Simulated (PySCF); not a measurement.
C3H10BN.
Cartesian coordinates in Å at the PBE0-D3(BJ)/def2-SVP level; atoms count from 1:
```
atom  x, y, z in Å
C1    -2.525    0.257    0.021
B2    -1.188   -0.508    0.346
N3    -0.004   -0.256   -0.345
C4     1.291   -0.864   -0.139
C5     2.345    0.124    0.332
H6    -2.916    0.748    0.928
H7    -2.433    1.021   -0.768
H8    -3.307   -0.458   -0.289
H9    -1.148   -1.355    1.218
H10   -0.007    0.456   -1.070
H11    1.633   -1.352   -1.071
H12    1.165   -1.666    0.603
H13    2.487    0.937   -0.399
H14    3.318   -0.372    0.469
H15    2.052    0.581    1.289
```

The calculation used PySCF 2.14.0, PBE0-D3(BJ)/def2-SVP geometry optimisation, gas phase.

Masses are those of the commonest isotopes; rigid-rotor values at the optimised geometry. The values belong to one conformer with, in the numbering `[CH3:1][BH:2][NH:3][CH2:4][CH3:5]`, C1–B2–N3–C4 179°, B2–N3–C4–C5 -116°.

Question: What are A, B and C (cm⁻¹)?

Answer: Ia = 31.02, Ib = 243.68, Ic = 250.42 u·Å²; 505379 MHz·u·Å²/I gives 16290, 2074 and 2018 MHz, that is A = 0.54339, B = 0.06918, C = 0.06732 cm⁻¹.

Question: Classify the top.

Answer: A near-prolate asymmetric top. Ray's parameter κ = (2B − A − C)/(A − C) = -0.992; −1 is the prolate and +1 the oblate limit.

Question: Is it planar, by Δ = Ic − Ia − Ib?

Answer: Not planar: Δ = Ic − Ia − Ib = -24.28 u·Å². For a rigid frame Δ = −2 Σ m c², so Σ m c² = 12.14 u·Å² lies off the ab plane: 7.94 from hydrogen and 4.21 from heavier atoms. The atom farthest from that plane is 1.30 Å away.

Question: Give the other two planar moments, Paa and Pbb, and the rms extents of the mass along the axes.

Answer: Paa = Σ m a² = (Ib + Ic − Ia)/2 = 231.54 and Pbb = Σ m b² = (Ia + Ic − Ib)/2 = 18.88 u·Å². With the mass M = 71.09 u, the rms extents √(P/M) along a, b and c are 1.80, 0.52, 0.41 Å.

Question: Where do the levels up to J = 2 lie, in K?

Answer: Above 0(0,0), as E/k:
J = 1: 1(0,1) 0.196, 1(1,1) 0.879, 1(1,0) 0.881
J = 2: 2(0,2) 0.589, 2(1,2) 1.269, 2(1,1) 1.277, 2(2,1) 3.324, 2(2,0) 3.324

Question: Which types of transition are allowed, and where do some lines up to J = 5 fall?

Answer: The dipole components are |μa| = 1.27 D, |μb| = 0.55 D, |μc| = 1.02 D. Intensities carry the squares of the components, which stand as 1.00 : 0.19 : 0.64 (a : b : c). Some of the stronger lines:

```tsv
type	branch	J(Ka,Kc)	MHz	lower level (cm⁻¹)
a	R	2(1,1) ← 1(1,0)	8240	0.613
c	Q	3(1,3) ← 3(0,3)	14078	0.819
b	Q	5(1,4) ← 5(0,5)	14668	2.047
c	R	1(1,0) ← 0(0,0)	18364	0.000
a	R	5(4,1) ← 4(4,0)	20461	8.967
c	R	2(1,1) ← 1(0,1)	22512	0.136
c	Q	3(2,2) ← 3(1,2)	42566	1.300
c	R	2(2,1) ← 1(1,1)	50945	0.611
b	R	4(2,2) ← 3(1,3)	59271	1.289
c	R	3(3,1) ← 2(2,1)	83498	2.310
c	R	4(3,2) ← 3(2,2)	87590	2.720
c	Q	5(4,2) ← 5(3,2)	99710	6.324
b	Q	4(4,0) ← 4(3,1)	99710	5.641
b	Q	4(4,1) ← 4(3,2)	99710	5.641
c	Q	5(5,1) ← 5(4,1)	128199	9.650
b	Q	5(5,1) ← 5(4,2)	128199	9.650
b	R	5(5,1) ← 4(4,0)	148659	8.967
```

Not checked by PBE0-D3(BJ)/def2-SVP frequencies. Constants of a rigid frame at the computed geometry: no zero-point averaging, no centrifugal distortion. A rigid rotor knows nothing of internal rotation, which can split or shift real lines. Quadrupole hyperfine structure (11B, 14N) is left out.

The run took 26 s wall on one thread, Arm Neoverse V2 (aarch64), shared host, and the process peaked at 0.49 GiB of memory. That covers the optimisation of the geometry.
